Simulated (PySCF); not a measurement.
Computed shifts of a molecule C2H10Si3, PBE0/pcSseg-1 in PySCF, GIAO, gas phase, atoms alike by connectivity averaged where their shifts nearly agree, in ppm (number of nuclei): ¹³C: 148.3 (1), 140.6 (1). ²⁹Si: -62.9 (1), -105.6 (1), -116.9 (1). ¹H: 6.62 (2), 6.52 (1), 4.82 (1), 4.46 (1), 3.80 (3), 3.66 (2). References: ¹³C against TMS (σ = 186.3 ppm); ²⁹Si against TMS (σ = 352.7 ppm); ¹H against TMS (σ = 31.56 ppm), references at their B3LYP-D3(BJ)/def2-TZVP geometries, non-relativistic. Coordinates come from a B3LYP-D3(BJ)/def2-SVP optimisation. The values are those of a single conformer.

Q: Which molecule gave these data?
A. C=C[SiH2][SiH2][SiH3]
B. C=C[SiH]([SiH3])[SiH3]
C. [SiH3][C@H]1C[SiH2][SiH2]1
D. [SiH3]C=C([SiH3])[SiH3]

A: A, C=C[SiH2][SiH2][SiH3]
